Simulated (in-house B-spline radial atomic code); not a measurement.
Solving the quasi-particle equation for 4d up of the indium ion In⁸⁺

Configuration [Kr] 4d5, highest spin, start r2SCAN; correlation leaves out the 5 deepest shells, empty levels kept to 486 hartree. Computed with a B-spline radial code for spherical atoms: all electrons, scalar-relativistic (spin-free one-electron X2C), finite nucleus, each spin shell either full or empty, empty states to l = 9 with an (l + 1/2)⁻⁴ tail; G0W0 by contour deformation at full frequency.

At the mean-field level ε = -147.769 eV the matrix elements are Σx = -51.096 eV, v_xc = -40.698 eV and Σc(ε) = -0.349 eV, and the slope of the correlation self-energy is dΣc/dω = -0.0286. The quasi-particle energy solves E = ε + Σx − v_xc + Σc(E).

(1) What does the linearised equation give?

(2) How does that compare with the full solution and with static screening?

Answers

(1) Z = 1/(1 − dΣc/dω) = 1/1.0286 = 0.9722. The first-order shift is Σx − v_xc + Σc(ε) = -51.096 − (-40.698) + (-0.349) = -10.747 eV, so E ≈ ε + Z × shift = -147.769 + 0.9722 × (-10.747) = -158.217 eV.

(2) Solving the equation at full frequency dependence gives E = -158.207 eV, where Σc = -0.041 eV and the weight is 0.970; the linearised value is off by 10 meV. Leaving Z out would give -158.516 eV. Static COHSEX puts -3.269 eV in place of Σc and gives -161.436 eV, 3.23 eV deeper.
